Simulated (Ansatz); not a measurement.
Cs₂H₂ was relaxed with PBE0-D4 (def2-TZVP) in Ansatz in these states: neutral quintet, neutral singlet, neutral triplet. The geometries follow in no particular order.

In the def2 sets Cs takes a core potential; there is no spin–orbit coupling.

A:

```xyz
4

Cs   -0.094   -3.356   -0.818
Cs    0.091    3.362    0.795
H    -1.526   -0.010    0.217
H     1.529    0.004   -0.194
```

B:

```tsv
atom	x (Å)	y (Å)	z (Å)
Cs1	-0.098	0.757	1.979
Cs2	0.098	-0.756	-1.979
H3	1.577	-0.605	0.309
H4	-1.577	0.604	-0.309
```

C:

```xyz
4

Cs    2.620   -0.516   -1.994
Cs   -0.326    1.277    3.061
H    -1.195   -0.039   -0.682
H    -1.099   -0.721   -0.385
```

Question: Judge from the bond lengths which geometry belongs to which state (an estimate).

Answer: A is the neutral quintet (Cs1–Cs2 6.911 Å, Cs2–H3 3.784 Å, Cs1–H3 3.784 Å); B is the neutral singlet (Cs1–Cs2 4.242 Å, Cs2–H3 2.729 Å, Cs1–H3 2.729 Å); C is the neutral triplet (Cs1–Cs2 6.119 Å, Cs2–H3 4.062 Å, Cs1–H3 4.062 Å).

At PBE0-D4/def2-TZVP a singlet lies 4.47 eV below the neutral quintet. At PBE0-D4/def2-TZVP a singlet lies 0.12 eV below the neutral triplet. In the triplet, H3 and H4 lie 0.75 Å apart (atoms count from 1), so H2 has formed as a molecule. These are the stationary points nearest to one start from a short search; other shapes may lie lower in each state. The neutral quintet has come apart into loosely held pieces. The neutral triplet has come apart into loosely held pieces.
